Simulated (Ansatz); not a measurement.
The cluster Al6V⁻. Charge -1, multiplicity 1. Geometry r2SCAN-D4/def2-SVPD; atoms count from 1.

```xyz
7

V    -0.048    0.761    1.895
Al   -0.777    1.118   -0.395
Al   -1.043   -1.355   -1.464
Al    0.774   -1.067    0.522
Al   -1.819   -0.832    1.095
Al    1.784    1.390    0.293
Al    1.129   -0.015   -1.947
```

The restricted singlet is unstable towards broken spin symmetry at other levels; at PBE0-D4/def2-TZVPD this wasn't settled. No other spin state of charge -1 was run. The geometry of the singlet was relaxed on an unsound state (restricted singlet, unstable towards broken spin symmetry at other levels and untested here). The structure comes from a short search, and lower isomers may exist.

(1) Estimate the Mulliken populations from the PBE0/def2-TZVPD orbitals of Ansatz.

(2) And the Mayer bond orders between bonded heavy atoms (over 0.3)?

Results:

(1) 
| atom | charge (e) | d electrons |
| --- | --- | --- |
| V1 | 0.01 | 3.99 |
| Al2 | -0.05 | – |
| Al3 | -0.17 | – |
| Al4 | -0.05 | – |
| Al5 | -0.29 | – |
| Al6 | -0.29 | – |
| Al7 | -0.17 | – |
Mulliken values and Mayer orders depend strongly on the basis. With diffuse functions, as here, like atoms can get unlike values, and bond orders can come out too low or too high.

(2) V1–Al2 1.25 (2.43 Å); V1–Al4 1.25 (2.43 Å); V1–Al5 1.07 (2.51 Å); V1–Al6 1.07 (2.51 Å); Al2–Al3 0.38 (2.71 Å); Al2–Al7 0.38 (2.71 Å); Al3–Al4 0.38 (2.71 Å); Al3–Al5 0.59 (2.72 Å); Al3–Al7 0.66 (2.60 Å); Al4–Al7 0.38 (2.71 Å); Al6–Al7 0.59 (2.72 Å). Values over 0.3 also appear between atoms too far apart for a bond (V1–Al3 0.40 at 4.09 Å; V1–Al7 0.40 at 4.09 Å); they arise where an orbital or an unpaired electron spreads over both atoms.
